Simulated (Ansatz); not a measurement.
`OC[Te][SiH2]F` and `OC[Te][GeH3]` differ in one atom or group.

Ansatz, PBE0-D4/def2-TZVP geometries, multiplicity 1. Each molecule was computed in one conformer, which needn't be the lowest.

Elements past krypton have def2 core potentials. Scalar relativity is left out up to krypton. Spin–orbit coupling is left out; it splits and shifts lone-pair levels of the heavy atoms by tenths of an eV.

| property | `OC[Te][SiH2]F` |
| --- | --- |
| HOMO energy (ωB97M-V/def2-TZVPP) / eV | -8.78 |
| HOMO energy (PBE/def2-TZVPP) / eV | -5.67 |
| HOMO–LUMO gap (PBE0/def2-TZVPP) / eV | 5.74 |
| HOMO–LUMO gap (B3LYP/def2-TZVPP) / eV | 5.29 |
| HOMO–LUMO gap (ωB97M-V/def2-TZVPP) / eV | 9.62 |
| HOMO–LUMO gap (PBE/def2-TZVPP) / eV | 3.90 |

(1) Give the same properties after the change, and the shifts. (An estimate is asked.)

## Answers

(1) Ansatz gave: 
| property | `OC[Te][GeH3]` | shift |
| --- | --- | --- |
| HOMO energy (ωB97M-V/def2-TZVPP) / eV | -8.38 | 0.40 |
| HOMO energy (PBE/def2-TZVPP) / eV | -5.26 | 0.41 |
| HOMO–LUMO gap (PBE0/def2-TZVPP) / eV | 5.38 | -0.36 |
| HOMO–LUMO gap (B3LYP/def2-TZVPP) / eV | 4.93 | -0.36 |
| HOMO–LUMO gap (ωB97M-V/def2-TZVPP) / eV | 9.20 | -0.42 |
| HOMO–LUMO gap (PBE/def2-TZVPP) / eV | 3.56 | -0.34 |

With PBE0 the HOMO rises by 0.41 eV and the LUMO rises by 0.05 eV, so the gap narrows by about 0.36 eV. PBE moves the HOMO by 0.41 eV and ωB97M-V by 0.40 eV.

Positive LUMOs are unbound, so they and the gaps depend on the basis.

B3LYP here is the variant with VWN-RPA as its local correlation; programs differ in this.
